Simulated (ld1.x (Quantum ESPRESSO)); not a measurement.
# u(r) = r·R(r): atom against pseudo-atom (zirconium)

Columns: radius, all-electron u(r) and pseudo u(r) of the 4d shell (level -3.74 eV) of zirconium in the configuration [Ar] 3d10 4s2 4p6 4d2 5s2 5p0; LDA (PZ), scalar-relativistic, TM semilocal scheme, ld1.x (Quantum ESPRESSO) 7.5.

| r (bohr) | all-electron | pseudo |
| --- | --- | --- |
| 0.155 | 0.1936 | -0.0043 |
| 0.310 | 0.2987 | -0.0326 |
| 0.465 | 0.1617 | -0.0994 |
| 0.620 | -0.0566 | -0.2038 |
| 0.775 | -0.2646 | -0.3302 |
| 0.930 | -0.4299 | -0.4557 |
| 1.085 | -0.5472 | -0.5596 |
| 1.240 | -0.6222 | -0.6311 |
| 1.395 | -0.6637 | -0.6703 |
| 1.550 | -0.6800 | -0.6839 |
| 1.705 | -0.6786 | -0.6800 |
| 1.860 | -0.6648 | -0.6651 |
| 2.015 | -0.6430 | -0.6430 |
| 2.170 | -0.6161 | -0.6161 |
| 2.325 | -0.5862 | -0.5862 |
| 2.480 | -0.5550 | -0.5550 |
| 2.635 | -0.5234 | -0.5234 |
| 2.790 | -0.4921 | -0.4921 |
| 2.945 | -0.4616 | -0.4616 |
| 3.100 | -0.4321 | -0.4321 |
| 3.255 | -0.4038 | -0.4038 |
| 3.410 | -0.3769 | -0.3769 |
| 3.565 | -0.3513 | -0.3513 |
| 3.720 | -0.3271 | -0.3271 |
| 3.875 | -0.3043 | -0.3043 |
| 4.030 | -0.2829 | -0.2829 |

Q: How many radial nodes do the two functions have?

A: The all-electron 4d function has n − l − 1 = 1; the pseudo-wave has 0, since the states of the same l below it are removed with the core.

Q: At about which radius was the pseudo-wave matched?

A: 2.15 bohr. The columns agree to 0.0005 from 1.86 bohr on; several derivatives are matched, so the curves merge somewhat inside the radius.

Q: Is the pseudo-wave norm-conserving?

A: Yes: the TM semilocal scheme keeps the norm inside the radius equal to the all-electron one, which fixes the energy derivative of the logarithmic derivative at the level.
